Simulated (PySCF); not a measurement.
Job file and geometry (Å, from PBE0-D3(BJ)/def2-SVP) of an NMR shielding run on `N(C)(C)[Si@@H]1CCC[Si@H]1N`, C5H16N2Si2, GIAO PBE0/pcSseg-1 NMR shielding, non-relativistic, gas phase in PySCF 2.14.0, density-fitted response routines; density fitting, a coarse starting grid and PySCF grid level 2 are the driver's defaults:

```
$ OMP_NUM_THREADS=1 python probes_run.py task.json out

{"job": {"kind": "nmr", "xc": "PBE0", "basis": "pcSseg-1"}, "charge": 0, "multiplicity": 1}
C      2.387555     1.210525    -0.970324
N      1.823096    -0.026087    -0.496383
C      2.741099    -1.136131    -0.527430
Si     0.460588    -0.048081     0.595270
C     -0.546054    -1.653434     0.399378
C     -2.045074    -1.319900     0.485882
C     -2.429188    -0.174414    -0.463109
Si    -1.332881     1.315489    -0.034328
N     -1.964930     2.101844     1.385419
H      1.622555     2.001769    -0.992840
H      3.231305     1.575658    -0.347285
H      2.773265     1.095720    -2.001011
H      2.238682    -2.068285    -0.226014
H      3.135196    -1.292399    -1.549344
H      3.616216    -0.997007     0.141960
H      0.849735     0.133580     2.043388
H     -0.313728    -2.048430    -0.606305
H     -0.266515    -2.432772     1.125928
H     -2.649633    -2.219906     0.278538
H     -2.293758    -1.018635     1.519334
H     -3.502489     0.068379    -0.388594
H     -2.240748    -0.465832    -1.512081
H     -1.153263     2.210687    -1.230622
H     -2.835801     2.620345     1.336786
H     -1.316620     2.559112     2.016401
```

Problem. Write the output of this run.

Solution. 
```
coarse grid: 20728 points
cycle   1  E = -887.8886778408  dE =  7.251e-01  |g| = 6.041e-01  |ddm| = 4.403e+00
cycle   2  E = -887.8275554553  dE =  6.112e-02  |g| = 7.946e-01  |ddm| = 1.386e+00
cycle   3  E = -887.9772588214  dE = -1.497e-01  |g| = 6.080e-02  |ddm| = 8.620e-01
cycle   4  E = -887.9778628777  dE = -6.041e-04  |g| = 3.073e-02  |ddm| = 7.867e-02
cycle   5  E = -887.9780547651  dE = -1.919e-04  |g| = 8.065e-03  |ddm| = 3.143e-02
cycle   6  E = -887.9780690629  dE = -1.430e-05  |g| = 2.406e-03  |ddm| = 1.107e-02
cycle   7  E = -887.9780704834  dE = -1.421e-06  |g| = 4.408e-04  |ddm| = 2.920e-03
final grid: 187832 points
cycle   8  E = -888.0253954895  dE = -3.690e-05  |g| = 1.033e-02  |ddm| = 3.013e-02
cycle   9  E = -888.0253778198  dE =  1.767e-05  |g| = 1.348e-02  |ddm| = 2.295e-02
cycle  10  E = -888.0254217827  dE = -4.396e-05  |g| = 9.780e-04  |ddm| = 1.302e-02
cycle  11  E = -888.0254219604  dE = -1.778e-07  |g| = 3.024e-04  |ddm| = 9.613e-04
cycle  12  E = -888.0254219774  dE = -1.702e-08  |g| = 7.574e-05  |ddm| = 2.869e-04
cycle  13  E = -888.0254219786  dE = -1.198e-09  |g| = 3.417e-05  |ddm| = 1.328e-04
cycle  14  E = -888.0254219789  dE = -2.904e-10  |g| = 4.395e-06  |ddm| = 3.916e-05
converged SCF energy = -888.0254219789

GIAO shielding tensors (ppm)
atom      isotropic    diamagn.    paramagn.     s11        s22        s33       span
  0 C      140.878     243.643    -102.765    117.216    121.465    183.953     66.737
  1 N      250.137     329.361     -79.224    217.876    261.798    270.738     52.861
  2 C      144.547     242.636     -98.089    121.591    127.648    184.403     62.811
  3 Si     356.810     884.116    -527.306    284.413    358.957    427.060    142.647
  4 C      165.981     256.624     -90.643    154.970    160.506    182.467     27.497
  5 C      160.597     247.852     -87.256    139.287    170.398    172.106     32.819
  6 C      163.929     255.343     -91.414    155.825    165.320    170.641     14.816
  7 Si     375.398     881.838    -506.441    332.938    374.107    419.149     86.211
  8 N      258.745     315.955     -57.210    222.463    260.291    293.482     71.019
  9 H       28.446      30.629      -2.183     22.996     28.742     33.600     10.604
 10 H       28.856      28.186       0.669     24.720     26.061     35.786     11.065
 11 H       28.878      28.987      -0.109     24.725     25.968     35.942     11.217
 12 H       28.722      30.121      -1.399     22.928     29.191     34.046     11.118
 13 H       29.028      28.432       0.596     24.753     26.104     36.227     11.474
 14 H       28.983      27.598       1.385     24.649     26.211     36.089     11.440
 15 H       26.411      31.774      -5.363     22.913     25.323     30.997      8.085
 16 H       30.874      34.362      -3.488     26.036     30.034     36.553     10.517
 17 H       29.732      32.199      -2.467     24.362     28.438     36.396     12.034
 18 H       29.106      29.560      -0.454     22.513     27.644     37.161     14.648
 19 H       29.723      31.242      -1.519     25.738     27.775     35.655      9.917
 20 H       30.138      29.919       0.219     25.619     27.636     37.161     11.542
 21 H       30.938      32.800      -1.862     26.806     28.607     37.401     10.594
 22 H       26.167      30.930      -4.763     22.838     24.657     31.007      8.169
 23 H       31.420      28.610       2.810     23.262     27.327     43.671     20.409
 24 H       31.298      31.366      -0.068     22.936     28.398     42.560     19.624
```

Problem. Turn these shieldings into chemical shifts. δ = σ(ref) − σ, references computed at the same level: $^{13}$C (184.41 ppm) and $^{29}$Si (351.99 ppm) and $^{1}$H (31.27 ppm) vs TMS; NH3 for $^{15}$N (265.67 ppm).

Solution. Averaging equivalent atoms: C 0/2: 41.7; C 5: 23.8; C 6: 20.5; C 4: 18.4; N 1: 15.5; N 8: 6.9; Si 3: -4.8; Si 7: -23.4; H 22: 5.10; H 15: 4.86; H 9/10/11/12/13/14: 2.45; H 18: 2.16; H 19: 1.54; H 17: 1.54; H 20: 1.13; H 16: 0.39; H 21: 0.33; H 23/24: -0.09 ppm. Experimental scales use liquid or dissolved standards, which lie at an offset from isolated NH3 (liquid NH3: subtract about 20 ppm).

Size and cost of the density-fitted run: 247 basis functions, 120 s wall time on 1 thread of an Arm Neoverse N1, shared host; peak memory 1.3 GiB.
